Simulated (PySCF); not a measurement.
A geometry optimisation, as run on `[F][Zr]([F])([F])[Cl]` (ZrClF3).

Level of theory: PySCF 2.14.0, PBE0-D3(BJ)/def2-SVP geometry optimisation, gas phase, def2 core potentials past Kr.

Input of the driver that calls PySCF (job settings, then Cartesian coordinates in Å, the GFN2-xTB start):

```
{"job": {"xc": "PBE0", "basis": "def2-SVP", "d3": "d3bj", "grid": 1, "maxiter": 30, "kind": "geom"}, "charge": 0, "multiplicity": 1}
Zr    -0.0004     0.0010    -0.1608
Cl     0.0075    -0.0145     2.0829
F      1.7738     0.0089    -0.6474
F     -0.8942     1.5406    -0.6264
F     -0.8866    -1.5360    -0.6484
```

The driver printed:

```
step   0  E = -806.28586121  max force = 0.038141
step   1  E = -806.29308802  max force = 0.021182
step   2  E = -806.29591954  max force = 0.004444
step   3  E = -806.29631331  max force = 0.003301
step   4  E = -806.29643564  max force = 0.001111
step   5  E = -806.29648188  max force = 0.000358
step   6  E = -806.29651460  max force = 0.001015
step   7  E = -806.29659948  max force = 0.003098
step   8  E = -806.29667938  max force = 0.002300
step   9  E = -806.29677067  max force = 0.002291
step  10  E = -806.29688133  max force = 0.000249
step  11  E = -806.29688284  max force = 0.000195
optimisation converged
```

Energies are in Eh and forces in Eh/bohr. The run used 91 basis functions and 85 SCF iterations in all.

**Question.** How much energy does the optimisation gain, and how much of it in the first step?

**Answer.** 6.9 kcal/mol (300 meV) from step 0 to step 11; the first step changes the energy by -4.5 kcal/mol. The largest force component goes from 0.0381 to 0.00019 Eh/bohr.

Final geometry (Å):

```
atom  x, y, z in Å
Zr1    0.0101    0.0058   -0.0796
Cl2   -0.3127   -0.0995    2.2400
F3     1.8589   -0.0092   -0.4658
F4    -0.7480    1.5847   -0.7883
F5    -0.8083   -1.4818   -0.9063
```

Point group C3v. Not checked by PBE0-D3(BJ)/def2-SVP frequencies. After the best overlay, start and end differ by 0.11 Å (root mean square over atoms).
